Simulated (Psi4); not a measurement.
C3H7O (SMILES [CH2]COC), doublet, at a GFN2-xTB geometry. Base run: PBE/pcseg-1 (Psi4 1.11).

Geometry (Å):
```xyz
11

O     -0.0489    -0.6722     0.0681
C     -0.0557     0.7275    -0.0566
C      1.2255    -1.2362    -0.0817
C     -1.4145     1.2559     0.1097
H      0.6339     1.1765     0.6922
H      0.3606     1.0203    -1.0459
H      1.1063    -2.3114     0.0336
H      1.6455    -1.0205    -1.0731
H      1.9214    -0.8629     0.6813
H     -2.2229     0.5818     0.2973
H     -1.5855     2.3105     0.0418
```
Charge 0, spin multiplicity 2.
Orbitals are unrestricted.
All else is at Psi4's defaults (density fitting).
Base energy -193.38009 Eh.

The base run was repeated with changes; each row names its change, and settings that it needs were set with it.

```
change                        ΔE vs base (mEh)  SCF cycles  grid points  basis functions
----------------------------  ----------------  ----------  -----------  ---------------
base                                     0.000          10       236259               91
dft_radial_points = 150                  0.000          10       469087               91
damping_percentage = 20                  0.000          21       236259               91
puream = true                            0.000          10       236259               91
basis_guess = true                       0.000           8       236259               91
level_shift = 0.3                        0.000          10       236259               91
e_convergence = 1e-10                    0.000          12       236259               91
scf_type = dfdirj+cosx                   0.000          11       236259               91
dft_radial_points = 99                   0.000          10       310359               91
d_convergence = 1e-4                     0.000           9       236259               91
df_basis_scf = cc-pvtz-jkfit             0.019          10       236259               91
dft_radial_scheme = multiexp             0.002          10       247218               91
dft_basis_tolerance = 1e-8               0.000          10       234751               91
```

Open shells are given as the SCF converged; they aren't shown to be the lowest states, and a large step between rows can be another state.
